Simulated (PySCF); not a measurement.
PySCF input for CH3Cl2NSi2, SMILES Cl[Si]1(Cl)C=N[SiH2]1, ωB97X-D3(BJ)/def2-SVP. 

```python
import numpy as np
from pyscf import gto, scf, dft
import os
os.environ['JAX_PLATFORMS'] = 'cpu'
from ase import Atoms, units
from ase.calculators.calculator import Calculator, all_changes
from sella import Sella

mol = gto.M(
    atom='''
    Cl    1.47987477    0.08698733    1.63522834
    Si    0.27260161    0.05708771    0.00000000
    Cl    1.47987476    0.08698733   -1.63522835
    C    -0.95865701   -1.44140489   -0.00000000
    N    -2.13835437   -0.95950061    0.00000000
    Si   -1.96266645    0.81137094    0.00000000
    H    -0.83568791   -2.52025362   -0.00000001
    H    -2.54936180    1.38459841   -1.20667256
    H    -2.54936181    1.38459841    1.20667257
    ''',
    basis='def2-SVP',
    charge=0,
    spin=0,
    max_memory=1600,
    verbose=3,
)
mf = dft.RKS(mol, xc='wb97x-d3bj').density_fit(auxbasis='def2-universal-jkfit')
mf.grids.level = 3
mf.conv_tol = 1e-9
mf.max_cycle = 100
mf.kernel()
grad = mf.nuc_grad_method()
grad.grid_response = mol.nao <= 150
scan = grad.as_scanner()
scan.verbose = scan.base.verbose = 0
class SCF(Calculator):
    implemented_properties = ['energy', 'forces']
    def calculate(self, atoms=None, properties=None, system_changes=all_changes):
        super().calculate(atoms, properties, system_changes)
        e, g = scan(mol.set_geom_(self.atoms.positions, unit='Angstrom', inplace=False))
        assert scan.converged
        self.results = {'energy': float(e) * units.Hartree, 'forces': -np.asarray(g) * units.Hartree / units.Bohr}
atoms = Atoms(mol.elements, mol.atom_coords(unit='Angstrom'), calculator=SCF())
conv = Sella(atoms, order=0, internal=True, allow_fragments=True).run(fmax=0.002, steps=150)
mol_eq = mol.set_geom_(atoms.positions, unit='Angstrom', inplace=False)
print(mol_eq.tostring(format='xyz'))
mf.reset(mol_eq)
mf.verbose = 3
mf.kernel()
```

It prints:

```
converged SCF energy = -1593.66675836056
     Step          Energy         fmax         cmax       rtrust          rho
Sella   0   -43365.881356       1.3203       0.0000       0.1000       1.0000
Sella   1   -43365.961162       1.3203       0.0000       0.1000       1.3037
Sella   2   -43365.980929       0.7652       0.0000       0.1000       1.1436
Sella   3   -43365.982621       0.2000       0.0000       0.1000       1.3136
Sella   4   -43365.983063       0.0922       0.0000       0.1000       1.1847
Sella   5   -43365.983117       0.0227       0.0000       0.1000       1.2776
Sella   6   -43365.983132       0.0208       0.0000       0.1000       1.3201
Sella   7   -43365.983137       0.0105       0.0000       0.1000       1.2702
Sella   8   -43365.983138       0.0047       0.0000       0.1000       1.2184
9
XYZ from PySCF
Cl          1.43797245        0.14698795        1.66264239
Si          0.23228695       -0.00787091        0.00000043
Cl          1.43797086        0.14698108       -1.66264347
C          -0.96246125       -1.49481620        0.00000515
N          -2.14876658       -0.99694266       -0.00000402
Si         -1.94161091        0.80257770        0.00000017
H          -0.80798697       -2.58943304       -0.00000246
H          -2.50457005        1.44149610       -1.21896464
H          -2.50457270        1.44149099        1.21896643
converged SCF energy = -1593.67049878007
```

Self-consistency was reached.
